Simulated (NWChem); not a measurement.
All runs are NWChem calculations. System: 1-butanol (C₄H₁₀O), charge 0, spin multiplicity 1, at a geometry optimised with B3LYP/def2-SVP. Level: PBE/def2-SVP.

Input file:

```
start mol
memory heap 200 mb stack 900 mb global 1100 mb
geometry units angstroms nocenter noautoz
  C     -0.125808    -2.534092     0.000000
  C      0.606051    -1.191403     0.000000
  C     -0.337691     0.013086     0.000000
  C      0.382397     1.353064     0.000000
  O     -0.585832     2.382988     0.000000
  H     -0.771072    -2.638070     0.888234
  H      0.579843    -3.380166     0.000000
  H     -0.771072    -2.638070    -0.888234
  H      1.270979    -1.136309    -0.881439
  H      1.270979    -1.136309     0.881439
  H     -1.000508    -0.022398    -0.882687
  H     -1.000508    -0.022398     0.882687
  H      1.043790     1.416420    -0.890302
  H      1.043790     1.416420     0.890302
  H     -0.129259     3.233037     0.000000
  symmetry group Cs
end
basis spherical
  * library def2-svp
end
dft
  xc xpbe96 cpbe96
  semidirect memsize 60000000 filesize 0
  iterations 100
end
task dft energy
```

Output (cleaned and shortened):

```
             Northwest Computational Chemistry Package (NWChem) 7.3.0
             --------------------------------------------------------

                                NWChem Input Module
                                -------------------

 Scaling coordinates for geometry "geometry" by  1.889725989
 (inverse scale =  0.529177249)

 Turning off AUTOSYM since
 SYMMETRY directive was detected!

                             Geometry "geometry" -> ""
                             -------------------------

 Output coordinates in angstroms (scale by  1.889725989 to convert to a.u.)

  No.       Tag          Charge          X              Y              Z
 ---- ---------------- ---------- -------------- -------------- --------------
    1 C                    6.0000    -0.12580800    -2.53409200     0.00000000
    2 C                    6.0000     0.60605100    -1.19140300     0.00000000
    3 C                    6.0000    -0.33769100     0.01308600     0.00000000
    4 C                    6.0000     0.38239700     1.35306400     0.00000000
    5 O                    8.0000    -0.58583200     2.38298800     0.00000000
    6 H                    1.0000    -0.77107200    -2.63807000     0.88823400
    7 H                    1.0000     0.57984300    -3.38016600     0.00000000
    8 H                    1.0000    -0.77107200    -2.63807000    -0.88823400
    9 H                    1.0000     1.27097900    -1.13630900    -0.88143900
   10 H                    1.0000     1.27097900    -1.13630900     0.88143900
   11 H                    1.0000    -1.00050800    -0.02239800    -0.88268700
   12 H                    1.0000    -1.00050800    -0.02239800     0.88268700
   13 H                    1.0000     1.04379000     1.41642000    -0.89030200
   14 H                    1.0000     1.04379000     1.41642000     0.89030200
   15 H                    1.0000    -0.12925900     3.23303700     0.00000000

 Effective nuclear repulsion energy (a.u.)     184.4617368612

            Nuclear Dipole moment (a.u.)
            ----------------------------
        X                 Y               Z
[...]
              MO Center= -2.3D-01,  2.1D+00,  5.9D-16, r^2= 1.5D+00
   Bfn.  Coefficient  Atom+Function         Bfn.  Coefficient  Atom+Function
  ----- ------------  ---------------      ----- ------------  ---------------
    62      0.579924   5 O  pz               65      0.438149   5 O  pz
   106      0.217221  13 H  s               111     -0.217221  14 H  s
    48     -0.180181   4 C  pz              107      0.166439  13 H  s
   112     -0.166439  14 H  s                97     -0.102109  11 H  s
   102      0.102109  12 H  s                37     -0.089124   3 C  pz

 Vector   22  Occ=0.000000D+00  E= 3.308427D-02  Symmetry=a'
              MO Center=  3.8D-01,  2.5D+00,  3.3D-16, r^2= 4.6D+00
   Bfn.  Coefficient  Atom+Function         Bfn.  Coefficient  Atom+Function
  ----- ------------  ---------------      ----- ------------  ---------------
    45      1.310650   4 C  s               117     -1.002982  15 H  s
   107     -0.733211  13 H  s               112     -0.733211  14 H  s
    59      0.607337   5 O  s                49      0.404351   4 C  px
    21      0.287259   2 C  px               64      0.246485   5 O  py
    36     -0.235412   3 C  py                3      0.225293   1 C  s

 Vector   23  Occ=0.000000D+00  E= 4.131803D-02  Symmetry=a'
              MO Center=  2.5D-01, -9.8D-01, -8.7D-14, r^2= 8.0D+00
   Bfn.  Coefficient  Atom+Function         Bfn.  Coefficient  Atom+Function
  ----- ------------  ---------------      ----- ------------  ---------------
    17      1.437669   2 C  s                 3      1.182139   1 C  s
    87     -0.796208   9 H  s                92     -0.796208  10 H  s
    31      0.711119   3 C  s                72     -0.633845   6 H  s
    82     -0.633845   8 H  s                77     -0.617478   7 H  s
    97     -0.497606  11 H  s               102     -0.497606  12 H  s

 Vector   24  Occ=0.000000D+00  E= 7.059888D-02  Symmetry=a"
              MO Center=  2.7D-01, -4.2D-01, -6.5D-13, r^2= 6.5D+00
   Bfn.  Coefficient  Atom+Function         Bfn.  Coefficient  Atom+Function
  ----- ------------  ---------------      ----- ------------  ---------------
    87      0.760203   9 H  s                92     -0.760203  10 H  s
    97      0.715528  11 H  s               102     -0.715528  12 H  s
   107      0.704259  13 H  s               112     -0.704259  14 H  s
    72     -0.555423   6 H  s                82      0.555423   8 H  s
    23      0.499834   2 C  pz               51      0.500026   4 C  pz

 center of mass
 --------------
 x =  -0.03882749 y =   0.12391736 z =   0.00000000

 moments of inertia (a.u.)
 ------------------
         912.849121014985          68.188871111969           0.000000000000
          68.188871111969         101.872335950387           0.000000000000
           0.000000000000           0.000000000000         969.551484506612

     Multipole analysis of the density
     ---------------------------------

     L   x y z        total         alpha         beta         nuclear
     -   - - -        -----         -----         ----         -------
     0   0 0 0     -0.000000    -21.000000    -21.000000     42.000000

     1   1 0 0      0.530213      0.265107      0.265107     -0.000000
     1   0 1 0      0.150675      0.075346      0.075346     -0.000017
     1   0 0 1      0.000000      0.000000      0.000000      0.000000

     2   2 0 0    -25.805779    -40.685332    -40.685332     55.564885
     2   1 1 0      2.392489     16.741243     16.741243    -31.089996
     2   1 0 1     -0.000000     -0.000000     -0.000000      0.000000
     2   0 2 0    -21.652060   -271.252900   -271.252900    520.853740
     2   0 1 1      0.000000      0.000000      0.000000      0.000000
     2   0 0 2    -24.720624    -23.565128    -23.565128     22.409631

 Task  times  cpu:        6.6s     wall:        6.6s

 Total times  cpu:        6.6s     wall:        6.6s
```
